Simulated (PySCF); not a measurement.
## Ar²⁺ (argon, charge +2): UHF calculation

Configuration: [Ne] 3s2 3p4, high-spin 3P determinant. Calculation: PySCF 2.14, in aug-cc-pV(Q+d)Z (7s6p5d3f2g, 89 functions); the non-relativistic Hamiltonian (point nucleus).

```
Total energy                                                  : -525.312965 hartree
One-electron energy                                           : -709.5982 hartree
Hartree (Coulomb) energy                                      : 213.7586 hartree
Exchange energy                                               : -29.4734 hartree
Kinetic energy                                                : 525.21633 hartree
⟨S²⟩                                                          : 2.0100
⟨L²⟩                                                          : 2.034
Sum of ⟨r⟩                                                    : 11.82 bohr
Sum of ⟨r²⟩                                                   : 15.70 bohr²
Traceless quadrupole moment −½Σ⟨3z² − r²⟩ along its main axis : -1.01 e·bohr²
Density at the nucleus (Gaussians lack the cusp)              : 3800 bohr⁻³
Spin density at the nucleus                                   : 0.300 bohr⁻³
Langevin diamagnetic susceptibility                           : -12.4 ×10⁻⁶ cm³/mol
```

```csv
shell,electrons,mean orbital energy (hartree),spread (hartree),"rms radius, mean of both spins (bohr)"
1s α,1,-119.75859,0,0.0998
1s β,1,-119.72612,0,0.0998
2s α,1,-13.43940,0,0.448
2s β,1,-13.40829,0,0.448
2p α,3,-10.69820,0.03382,0.417
2p β,3,-10.64197,0.02660,0.417
3s α,1,-2.33827,0,1.44
3s β,1,-2.04652,0,1.44
3p α,3,-1.60123,0.09480,1.59
3p β,1,-1.48643,0,1.59
```

Spin-orbit constants ζ (cm⁻¹) from the X2C one-electron operator on these orbitals (non-relativistic here): bare nucleus, nucleus screened by l(l+1)(2l+1)/3 electrons, and screened by the Breit-Pauli mean field of the electrons.

```tsv
shell	bare	screened nucleus	mean field
2p	12900	11470	10810
3p	1198	1065	993.6
```

To first order the Landé constant is A = -496.8 cm⁻¹, so the lowest level has J = 2 and lies 0.0616 eV below the centre of the term. This holds in LS coupling only.
